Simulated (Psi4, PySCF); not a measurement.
methanol (CH4O), singlet, geometry from GFN2-xTB. Base run: HF/cc-pVDZ, TDHF in PySCF.

PySCF was given this input:
```python
from pyscf import gto, scf, tdscf

mol = gto.Mole()
mol.atom = '''
    C    -0.057749    0.657503    0.006238
    O    -0.034981   -0.748578   -0.007589
    H    -1.106104    0.950101    0.004072
    H     0.880174   -1.047950   -0.006134
    H     0.421826    1.061888    0.904334
    H     0.430444    1.079565   -0.878988
'''
mol.basis = 'cc-pvdz'
mol.charge = 0
mol.spin = 0
mol.verbose = 3
mol.build()

mf = scf.RHF(mol)
mf.kernel()
td = mf.TDHF()
td.nstates = 5
td.kernel()
td.analyze()
```

Programs used: Psi4, PySCF; a row that names a program was run with it.

Variants of this job, named by their change:

```tsv
change	first excitation (eV)	oscillator strength of the first	second (eV)
base	8.87	0.000	10.92
guess vectors = 13 for 5 states	8.87	0.000	10.92
response = Tamm-Dancoff	?	0.000	?
nstates = 15	8.87	0.000	10.92
basis = 6-31+G*	8.22	0.000	9.69
basis = 6-31G*	?	0.000	?
functional = pbe	?	?	?
functional = lc_wpbe	7.80	0.000	9.75
functional = wb97x	7.78	0.000	9.57
nstates = 2	8.87	0.000	10.92
code = psi4	8.87	0.000	10.92
```

Question: Complete the blanks.

Answer: 
- response = Tamm-Dancoff, first excitation (eV): 8.93
- response = Tamm-Dancoff, second (eV): 10.97
- basis = 6-31G*, first excitation (eV): 9.31
- basis = 6-31G*, second (eV): 11.51
- functional = pbe, first excitation (eV): 6.74
- functional = pbe, oscillator strength of the first: 0.002
- functional = pbe, second (eV): 7.86

An iterative solver can miss low states, so a row lists the states that it found.
